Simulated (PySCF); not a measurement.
C5H7FO2 (SMILES C=C(F)C(=O)OCC), singlet, geometry from GFN2-xTB. Base run: PySCF with DF-R2SCAN/STO-3G.

The PySCF input:
```python
from pyscf import gto, scf, dft

mol = gto.Mole()
mol.atom = '''
    C     2.814844    0.102142    0.207292
    C     1.576032    0.338249   -0.196390
    F     1.317696    1.206130   -1.190655
    C     0.374599   -0.317866    0.396068
    O     0.439453   -1.119796    1.294962
    O    -0.747443    0.086747   -0.181632
    C    -1.961912   -0.481663    0.311838
    C    -3.117084    0.107091   -0.474346
    H     2.979968   -0.598267    1.004756
    H     3.660180    0.592267   -0.241223
    H    -1.910897   -1.570449    0.198518
    H    -2.045671   -0.255972    1.380926
    H    -3.139568    1.186683   -0.354157
    H    -3.005464   -0.121264   -1.530691
    H    -4.052767   -0.311495   -0.115657
'''
mol.basis = 'sto-3g'
mol.charge = 0
mol.spin = 0
mol.verbose = 3
mol.build()

mf = dft.RKS(mol)
mf.xc = 'r2scan'
mf = mf.density_fit(auxbasis='def2-universal-jkfit')
mf.kernel()
```

The job was repeated with other settings on one machine. Differences are taken from the largest basis of the Pople family in the series, which isn't the basis-set limit (6-311+G(2d,p): -444.934186 Eh). The cheapest run took roughly 9 core-seconds.

```
setting        basis functions  cost, times the cheapest (rough)  difference in total energy (mEh)
-------------  ---------------  --------------------------------  --------------------------------
STO-3G                      47                                 1                           6001.56
6-31G                       86                                 2                            283.38
6-31G*                     126                                 3                            159.68
6-31G**                    147                                 4                            147.33
6-311+G(2d,p)              258                                 7                         reference
```

Times come from a shared machine, hold the start-up and are rough. Total energies converge more slowly with the basis than energy differences do.
